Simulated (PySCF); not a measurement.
CCl, SMILES [C]Cl (connectivity only; charge and spin as stated), neutral, multiplicity 2.

The structure is a stationary point at PBE0-D3(BJ)/def2-TZVPD.

Two levels are set side by side: PBE/def2-TZVPD (PySCF) and PBE0/def2-TZVPD (PySCF). Same geometry, gas phase. Differences are taken from unrounded values.

```
quantity                 PBE0   PBE  PBE minus PBE0
-----------------------  ----  ----  --------------
α-spin orbital gap (eV)  3.07  0.36           -2.71
β-spin orbital gap (eV)  6.55  3.95           -2.60
dipole moment (D)        1.49  1.61            0.12
```

Rough cost on one machine, each run with all the roots and properties that it gave: PBE0 against PBE within a factor of 2.
